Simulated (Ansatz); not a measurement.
`C[CH2][AlH][CH]=N` + `C[SiH3]` → `N=[CH][AlH][CH2][SiH3]` + `CC`  (formal exchange of groups at the Al–C bond)

Gas-phase electronic energies from Ansatz, PBE0-D4/def2-TZVP geometries. CCSD(T)/CBS adds triple-zeta CCSD(T) − MP2 to the extrapolated MP2 energy (def2 sets, frozen cores). This one scheme is used for every species. Functionals use def2-TZVPP. B3LYP here is the variant with VWN-RPA as its local correlation; programs differ in this. Each species was taken in one conformer, which may not be the lowest.

| level | ΔE (kJ/mol) |
| --- | --- |
| PBE | -30.3 |
| B3LYP | -29.9 |
| MP2/def2-QZVPP | -31.4 |
| HF/CBS(def2) | -32.2 |

(1) What does CCSD(T)/CBS give? (Best estimate.)

Largest T1 diagnostic among the species: 0.012.

## Answers

(1) The calculation gave: -30.6 kJ/mol. The listed levels differ from it by 0.3, 0.7, -0.8, -1.6 kJ/mol.

CCSD(T)/CBS has its own doubt, a few kJ/mol and more with outer-core shells, so smaller differences from it don't rank the levels.
